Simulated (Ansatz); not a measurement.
Zr3O6⁻. Charge -1, multiplicity 2. Geometry PBE-D4/def2-SVP, that of the neutral singlet; atoms count from 1.

```
atom   x (Å)   y (Å)   z (Å)
 Zr1   0.046  -1.621  -1.338
 Zr2  -0.374   1.425  -0.817
 Zr3   0.572  -0.470   1.513
  O4   0.431  -0.010  -2.230
  O5   0.093  -0.952   3.159
  O6   0.575   1.461   0.955
  O7   1.340  -1.833   0.011
  O8  -1.006  -0.580  -0.065
  O9  -1.677   2.580  -1.187
```

In the def2 sets Zr takes a core potential; there is no spin–orbit coupling. The structure comes from a short search, and lower isomers may exist.

Problem. Estimate the Mulliken populations from the PBE0/def2-TZVP orbitals of Ansatz.

Solution. 
```csv
atom,charge (e),spin (α − β),d electrons
Zr1,1.07,0.89,1.90
Zr2,1.31,0.07,2.03
Zr3,1.31,0.07,2.03
O4,-0.80,-0.01,–
O5,-0.70,0.00,–
O6,-0.85,0.00,–
O7,-0.80,-0.01,–
O8,-0.85,-0.01,–
O9,-0.70,0.00,–
```
Mulliken values and Mayer orders depend strongly on the basis.

Problem. Where does the spin sit?

Solution. Summed by element: Zr 1.02, O -0.02, of 1 unpaired in all. Largest on single atoms: Zr1 0.89, Zr3 0.07, Zr2 0.07.

Problem. And the Mayer bond orders between bonded heavy atoms (over 0.3)?

Solution. Zr1–O4 1.19 (1.88 Å); Zr1–O7 1.19 (1.88 Å); Zr1–O8 0.83 (1.95 Å); Zr2–O4 0.67 (2.17 Å); Zr2–O6 0.89 (2.01 Å); Zr2–O8 0.49 (2.23 Å); Zr2–O9 1.98 (1.78 Å); Zr3–O5 1.98 (1.78 Å); Zr3–O6 0.89 (2.01 Å); Zr3–O7 0.67 (2.17 Å); Zr3–O8 0.49 (2.23 Å).
